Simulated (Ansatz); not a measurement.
Born–Oppenheimer molecular dynamics of BClFH4NO (9 atoms, charge 0, multiplicity 1). It starts at the highest image of a converged band, a first-order saddle point between two minima.

Computed with RKS PBE/def2-SVP in Ansatz 0.2.0.

```yaml
ensemble: NVE (velocity Verlet)
time_step: 0.5 fs
steps_asked: 200
starting_velocities_drawn_for: 300 K
seed: 7343
```

Frames 2.5 fs apart, positions in Å, forces in eV/Å.

Velocities at 20.0 fs (Å/ps):

```
B 0.90 -0.36 4.38
N -3.28 -3.79 0.39
H 19.45 16.82 -4.74
H -3.31 -1.97 -28.26
F -0.25 0.59 -0.58
Cl 0.51 -0.04 0.54
O 0.58 1.35 -1.45
H -1.68 -4.54 3.73
H -0.99 15.16 -8.46
```

```xyz
9
Properties=species:S:1:pos:R:3:forces:R:3 time_fs=20.0 energy_less_start_eV=0.141 T=145
B -0.030 0.224 0.275 -1.34 0.25 -0.11
N -0.096 0.058 1.813 1.33 0.30 -0.58
H -0.907 -0.428 2.134 -1.01 -0.76 0.27
H 0.723 -0.347 2.272 0.22 0.00 0.08
F 1.129 0.124 -0.424 -0.33 -0.06 0.59
Cl -1.576 -0.560 -0.572 0.82 0.36 0.33
O -0.433 1.853 0.447 0.29 -0.10 0.53
H -1.351 2.019 0.154 -0.08 -0.10 -0.11
H -0.423 1.516 1.518 0.10 0.12 -1.01
9
Properties=species:S:1:pos:R:3:forces:R:3 time_fs=22.5 energy_less_start_eV=0.121 T=167
B -0.031 0.224 0.285 -1.25 -0.06 -0.24
N -0.101 0.050 1.811 1.39 0.71 -1.21
H -0.907 -0.421 2.138 -1.29 -1.01 0.46
H 0.730 -0.357 2.210 0.68 -0.34 0.53
F 1.128 0.125 -0.425 -0.46 -0.02 0.72
Cl -1.574 -0.560 -0.570 0.77 0.40 0.30
O -0.431 1.857 0.445 0.14 0.20 -0.03
H -1.357 2.005 0.161 0.01 -0.10 -0.08
H -0.423 1.559 1.469 0.02 0.22 -0.44
9
Properties=species:S:1:pos:R:3:forces:R:3 time_fs=25.0 energy_less_start_eV=0.125 T=163
B -0.040 0.223 0.295 -0.90 -0.44 -0.38
N -0.100 0.044 1.806 -0.14 -1.28 0.28
H -0.968 -0.464 2.163 1.49 0.50 -0.60
H 0.767 -0.383 2.175 -0.45 0.04 0.17
F 1.125 0.127 -0.423 -0.63 0.04 0.81
Cl -1.571 -0.559 -0.568 0.66 0.44 0.23
O -0.429 1.861 0.441 -0.09 0.74 -1.86
H -1.363 1.984 0.162 0.12 -0.08 -0.04
H -0.422 1.613 1.401 -0.06 0.05 1.39
9
Properties=species:S:1:pos:R:3:forces:R:3 time_fs=27.5 energy_less_start_eV=0.073 T=221
B -0.053 0.220 0.302 -0.47 -0.37 -0.49
N -0.099 0.034 1.801 0.29 -1.38 0.52
H -0.955 -0.485 2.158 1.36 0.46 -0.53
H 0.783 -0.408 2.152 -0.82 0.24 0.02
F 1.121 0.128 -0.418 -0.79 0.03 0.87
Cl -1.567 -0.557 -0.565 0.52 0.42 0.17
O -0.427 1.868 0.432 -0.03 0.57 -1.46
H -1.363 1.960 0.160 -0.06 0.01 -0.10
H -0.423 1.670 1.404 0.00 0.00 1.01
9
Properties=species:S:1:pos:R:3:forces:R:3 time_fs=30.0 energy_less_start_eV=0.036 T=261
B -0.069 0.215 0.306 -0.01 -0.01 -0.49
N -0.096 0.018 1.797 1.73 0.71 -0.79
H -0.875 -0.487 2.127 -1.42 -1.09 0.60
H 0.758 -0.422 2.132 0.31 -0.14 0.34
F 1.114 0.130 -0.411 -0.86 -0.01 0.86
Cl -1.561 -0.555 -0.562 0.36 0.35 0.12
O -0.425 1.876 0.417 -0.09 0.14 0.65
H -1.366 1.935 0.153 -0.10 0.09 -0.08
H -0.424 1.728 1.459 0.07 -0.03 -1.20
9
Properties=species:S:1:pos:R:3:forces:R:3 time_fs=32.5 energy_less_start_eV=-0.003 T=305
B -0.085 0.210 0.308 0.47 0.04 -0.34
N -0.087 0.005 1.791 0.36 0.37 -0.41
H -0.861 -0.543 2.123 -0.79 -0.51 0.26
H 0.748 -0.444 2.131 0.84 -0.26 0.34
F 1.104 0.131 -0.402 -0.81 -0.02 0.72
Cl -1.555 -0.552 -0.559 0.14 0.29 0.02
O -0.423 1.886 0.404 -0.42 0.08 0.84
H -1.373 1.916 0.141 0.16 0.14 0.04
H -0.421 1.783 1.452 0.04 -0.12 -1.46
9
Properties=species:S:1:pos:R:3:forces:R:3 time_fs=35.0 energy_less_start_eV=-0.009 T=311
B -0.098 0.205 0.308 0.86 -0.21 -0.03
N -0.076 -0.008 1.784 -0.80 -1.78 1.11
H -0.888 -0.624 2.132 1.32 1.10 -0.65
H 0.779 -0.476 2.147 -0.31 0.39 -0.30
F 1.091 0.133 -0.389 -0.60 0.00 0.45
Cl -1.549 -0.548 -0.556 -0.11 0.24 -0.12
O -0.423 1.895 0.394 -0.46 0.18 -1.40
H -1.372 1.905 0.131 0.11 0.19 0.03
H -0.416 1.832 1.370 -0.01 -0.11 0.91
9
Properties=species:S:1:pos:R:3:forces:R:3 time_fs=37.5 energy_less_start_eV=-0.028 T=332
B -0.107 0.199 0.307 0.97 -0.21 0.38
N -0.068 -0.027 1.781 -0.18 -1.40 0.85
H -0.850 -0.650 2.109 0.66 0.69 -0.32
H 0.797 -0.488 2.147 -0.49 0.54 -0.47
F 1.077 0.134 -0.376 -0.23 -0.01 0.12
Cl -1.543 -0.544 -0.554 -0.33 0.16 -0.22
O -0.424 1.906 0.379 -0.12 0.10 -1.98
H -1.367 1.906 0.122 -0.27 0.22 -0.06
H -0.411 1.875 1.337 -0.01 -0.08 1.70
9
Properties=species:S:1:pos:R:3:forces:R:3 time_fs=40.0 energy_less_start_eV=-0.012 T=315
B -0.111 0.192 0.309 0.72 0.06 0.75
N -0.061 -0.051 1.780 0.92 1.23 -0.80
H -0.784 -0.644 2.071 -1.79 -1.25 0.79
H 0.793 -0.471 2.123 0.70 -0.04 0.04
F 1.062 0.135 -0.362 0.31 -0.05 -0.23
Cl -1.538 -0.540 -0.551 -0.51 0.04 -0.28
O -0.426 1.917 0.357 -0.12 0.00 0.96
H -1.374 1.920 0.111 -0.15 0.20 0.03
H -0.406 1.912 1.385 -0.08 -0.19 -1.25
9
Properties=species:S:1:pos:R:3:forces:R:3 time_fs=42.5 energy_less_start_eV=-0.048 T=353
B -0.110 0.185 0.315 0.26 0.07 0.93
N -0.051 -0.072 1.778 -0.68 0.39 -0.36
H -0.799 -0.695 2.070 -0.21 -0.16 0.29
H 0.825 -0.455 2.100 0.68 -0.19 0.18
F 1.048 0.137 -0.349 0.91 -0.05 -0.59
Cl -1.533 -0.536 -0.549 -0.65 -0.03 -0.33
O -0.429 1.927 0.339 -0.52 0.03 1.29
H -1.389 1.945 0.101 0.31 0.13 0.12
H -0.407 1.938 1.373 -0.09 -0.19 -1.52
9
Properties=species:S:1:pos:R:3:forces:R:3 time_fs=45.0 energy_less_start_eV=0.004 T=297
B -0.108 0.178 0.326 -0.18 -0.20 0.87
N -0.043 -0.091 1.774 -0.97 -1.23 0.78
H -0.830 -0.756 2.087 1.58 1.14 -0.35
H 0.890 -0.446 2.084 -0.81 0.21 -0.17
F 1.037 0.138 -0.338 1.37 0.00 -0.86
Cl -1.530 -0.532 -0.548 -0.72 -0.04 -0.35
O -0.434 1.938 0.324 -0.42 0.01 -1.24
H -1.389 1.978 0.097 0.11 0.05 -0.04
H -0.412 1.954 1.285 0.03 0.06 1.36
9
Properties=species:S:1:pos:R:3:forces:R:3 time_fs=47.5 energy_less_start_eV=-0.035 T=339
B -0.107 0.170 0.342 -0.45 -0.26 0.50
N -0.039 -0.114 1.772 0.18 -0.19 0.42
H -0.780 -0.759 2.088 0.48 0.21 0.10
H 0.914 -0.428 2.061 -0.82 0.14 -0.05
F 1.031 0.139 -0.329 1.54 0.04 -0.90
Cl -1.528 -0.528 -0.547 -0.74 -0.07 -0.30
O -0.439 1.949 0.305 0.12 -0.02 -0.94
H -1.385 2.015 0.090 -0.40 0.01 -0.21
H -0.415 1.974 1.265 0.07 0.14 1.38
```

Of the whole run (100 fs, mean temperature of the second half 295 K): The conserved energy stayed within 0.27 meV per atom of its start (net change 0.064 meV per atom), so the integration is sound. A run of 0.1 ps of so small a system gives no equilibrium averages. The orbitals stay closed-shell, which can raise the energy where a bond breaks towards radicals; this wasn't checked here.

Run time: 15 min on 2 threads of Intel(R) Xeon(R) Processor @ 2.50GHz (Skylake/Cascade Lake) (shared host), peak memory 0.14 GiB.
